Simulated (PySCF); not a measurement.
# Curvature of the energy in the electron number along the 5d series

Calculated with PySCF 2.14, in aug-cc-pVTZ-PP with ECP60MDF, ECP: one orbital is emptied in steps, and each cell gives the departure of E from the straight line at half an electron, in eV (from a cubic fit). The exact functional gives zero.

```json
{"species": "Ta", "orbital": "6s beta", "LDA": "-0.69", "PBE": "-0.66", "r2SCAN": "-0.50", "PBE0": "-0.47", "BHandHLYP": "-0.37", "UHF": "0.04"}
{"species": "W", "orbital": "6s beta", "LDA": "-0.73", "PBE": "-0.70", "r2SCAN": "-0.52", "PBE0": "-0.49", "BHandHLYP": "-0.38", "UHF": "0.04"}
{"species": "Re", "orbital": "6s beta", "LDA": "-0.74", "PBE": "-0.71", "r2SCAN": "-0.52", "PBE0": "-0.50", "BHandHLYP": "-0.40", "UHF": "0.04"}
{"species": "Ir", "orbital": "6s beta", "LDA": "-0.83", "PBE": "-0.82", "r2SCAN": "-0.72", "PBE0": "-0.58", "BHandHLYP": "-0.41", "UHF": "0.06"}
{"species": "Au", "orbital": "6s alpha", "LDA": "-0.90", "PBE": "-0.89", "r2SCAN": "-0.80", "PBE0": "-0.63", "BHandHLYP": "-0.42", "UHF": "0.06"}
{"species": "Hg", "orbital": "6s beta", "LDA": "-0.94", "PBE": "-0.93", "r2SCAN": "-0.84", "PBE0": "-0.66", "BHandHLYP": "-0.43", "UHF": "0.09"}
```

Problem. How does the mean departure depend on the functional?

Solution. LDA -0.81 eV; PBE -0.79 eV; r2SCAN -0.65 eV; PBE0 -0.56 eV; BHandHLYP -0.40 eV; UHF 0.06 eV. Semilocal functionals are convex (delocalisation error), Hartree-Fock is concave or straight, and exact exchange removes curvature roughly in proportion to its share, so among the functionals the range-separated hybrids usually come closest to zero.

No spin-orbit coupling is included.
